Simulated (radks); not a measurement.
Si, configuration [Ne] 3s2 3p2 (the NIST ground configuration). Method: non-relativistic Kohn-Sham, LDA (Slater exchange, Perdew-Wang correlation), spin-polarised, spherical densities, point nucleus; open shells are filled with parallel spins first; computed with a radial shooting solver on a logarithmic mesh with Libxc functionals. Some entries of the table are withheld. Estimate them.

orbital  occ.  eigenvalue (Ry)  <r^2> (bohr^2)
1s up       1        -130.3551         0.01688
1s down     1        -130.3427         0.01688
2s up       1        -10.13900          0.3924
2s down     1        -10.12421          0.3916
2p up       3         -7.02050          0.3680
2p down     3         -7.00188          0.3667
3s up       1         -0.83294             (1)
3s down     1         -0.72399             (2)
3p up       2         -0.33987           9.013
3p down     0         -0.24261           10.26

Answer. 
(1) 3s up <r^2> (bohr^2): 5.427
(2) 3s down <r^2> (bohr^2): 5.564
